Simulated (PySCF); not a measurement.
Gas-phase reaction: 2 ZrCl₂(OH)₂ + 2 ZrOCl₂ + 4 Cl ⇌ 4 ZrCl₃OH + O₂, at 1600 K and a standard pressure of 1 bar. Level: ωB97X-V/def2-TZVP†.

Method: PySCF energies plus ideal-gas RRHO corrections (1 bar). † marks an energy on the PBE0/def2-TZVP geometry and frequencies. Open shells (unrestricted): Cl (multiplicity 2, electronic degeneracy 6), O₂ (multiplicity 3); the rest are closed-shell singlets. Spin-orbit splitting is ignored; it lowers the true energy and changes the entropy of Cl. Zr: scalar-relativistic def2 core potential, no spin-orbit coupling. ZrCl₂(OH)₂, ZrOCl₂, ZrCl₃OH: computed as isolated molecules; such fragments, hydroxides, amides, oligomers or adducts are transient or little studied in the gas. The harmonic model lacks anharmonicity and excited electronic states, which grow with temperature; levels with a mode under 35 cm⁻¹ are left out. Soft modes under 120 cm⁻¹ make the harmonic entropy rough for ZrCl₂(OH)₂, ZrOCl₂, ZrCl₃OH.

| species | E (Ha) | H(1600 K) − E (kJ/mol) | S°(1600 K) (J/mol/K) |
|---|---|---|---|
| ZrCl₂(OH)₂ | -1119.28675 | 278.2 | 620.4 |
| ZrOCl₂ | -1042.74263 | 134.2 | 473.3 |
| Cl | -460.07935 | 33.3 | 203.2 |
| ZrCl₃OH | -1503.61081 | 225.9 | 586.0 |
| O₂ | -150.33858 | 62.4 | 259.2 |
E: electronic energy; H − E holds the zero-point and thermal terms. 1 Ha = 2625.5 kJ/mol.

### Question
Work out ΔH°, ΔS°, ΔG° and log10 K from these numbers.

### Answer
1. ΔE = 4×(-1503.61081) + 1×(-150.33858) − 2×(-1119.28675) − 2×(-1042.74263) − 4×(-460.07935) = -0.40566 Ha = -1065.1 kJ.
2. Δ(H − E) = 4×(225.9) + 1×(62.4) − 2×(278.2) − 2×(134.2) − 4×(33.3) = 8.0 kJ, so ΔH° = -1057.1 kJ.
3. ΔS° = 4×(586.0) + 1×(259.2) − 2×(620.4) − 2×(473.3) − 4×(203.2) = -397.0 J/K; the number of gas molecules changes by -3.
4. ΔG° = ΔH° − TΔS° = -1057.1 − 1600×(-397.0)/1000 = -421.9 kJ.
5. log10 K = −ΔG°/(RT ln 10) = 13.77, with RT ln 10 = 30.63 kJ/mol; at standard pressures the products are favoured.
6. A shift of 10 kJ in ΔE would move log10 K by 0.33 here.
For scale, ΔH°(298 K) is -1060 kJ at this level, -1059 kJ at ωB97M-V/def2-TZVP†, and runs from -1243 to -863 kJ over the 18 levels computed.
